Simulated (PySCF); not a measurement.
Molecule: `CO[C@@H]1C[C@H]1C=O`, C₅H₈O₂.

Geometry (Å), atoms numbered from 1 in this order:
```xyz
15

C     2.054   -0.935    0.296
O     1.539    0.227   -0.322
C     0.201    0.135   -0.639
C    -0.581    1.384   -0.776
C    -0.829    0.509    0.435
C    -2.052   -0.288    0.535
O    -2.562   -0.654    1.561
H     1.548   -1.136    1.246
H     1.945   -1.808   -0.357
H     3.109   -0.743    0.475
H    -0.054   -0.715   -1.272
H    -1.347    1.429   -1.535
H    -0.066    2.314   -0.599
H    -0.424    0.848    1.380
H    -2.487   -0.560   -0.450
```

Frames of a GFN2-xTB Langevin trajectory at 600 K; GIAO PBE0/pcSseg-1 shieldings in PySCF 2.14.0 with density-fitted response routines, gas phase, non-relativistic; equivalent atoms averaged within each frame.

Chemical shifts δ = σref − σ; ¹³C (σ = 186.93 ppm), ¹H (σ = 31.72 ppm) vs TMS; ¹⁷O (σ = 336.08 ppm) vs H2O, all at this level. The references are static minima.

Q: How do the shifts (ppm) fluctuate along the trajectory?

A: 
```csv
time (fs),C6,C1,C3,C5,C4,O7,O2,H15,H11,H8/H9/H10
250,198.5,68.1,66.6,32.8,15.2,642.5,37.5,7.74,4.30,2.93
425,208.1,63.4,69.7,26.7,8.3,737.6,0.7,9.38,4.62,3.65
625,201.8,59.1,74.4,33.5,15.4,686.5,42.0,10.36,4.07,3.64
800,204.2,70.9,69.6,47.4,26.3,743.8,78.8,9.91,4.10,4.59
1000,208.2,69.9,67.4,38.4,10.9,664.4,37.7,8.21,2.65,5.07
mean of frames,204.2,66.3,69.5,35.8,15.2,695.0,39.3,9.12,3.95,3.98
standard deviation,4.2,4.9,3.0,7.7,6.9,44.6,27.7,1.12,0.76,0.85
```

5 frames give an uncertainty of the mean of about the standard deviation over 2.2 at best, since frames this close in time may not be independent; classical motion lacks zero-point vibration, and the reference would need the same averaging.
